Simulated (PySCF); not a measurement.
# Working out the excitation energy of Tc

Tc [Kr] 4d5 5s2 (6S) → Tc [Kr] 4d7 (4F). All numbers are calculated (PySCF 2.14, a scalar-relativistic core potential, in def2-TZVPPD with the def2 core potential (28 electrons)). Frozen: nothing. Energies in hartree (1 hartree = 27.21139 eV):

| part | Tc (lower) | Tc (upper) |
| --- | --- | --- |
| UHF | -80.112718 | -79.972608 |
| MP2 opposite-spin | -0.267890 | -0.300391 |
| MP2 same-spin | -0.146203 | -0.144028 |

Problem. What does Hartree-Fock give?

Solution. (-79.972608) − (-80.112718) = 0.140110 hartree = 3.813 eV.

Problem. What do MP2 and SCS-MP2 (6/5 opposite-spin, 1/3 same-spin) give?

Solution. The opposite-spin parts differ by -0.884 eV and the same-spin parts by 0.059 eV. MP2: 3.813 + (-0.884) + (0.059) = 2.988 eV. SCS-MP2: 3.813 + 1.2 × (-0.884) + (0.059)/3 = 2.772 eV.
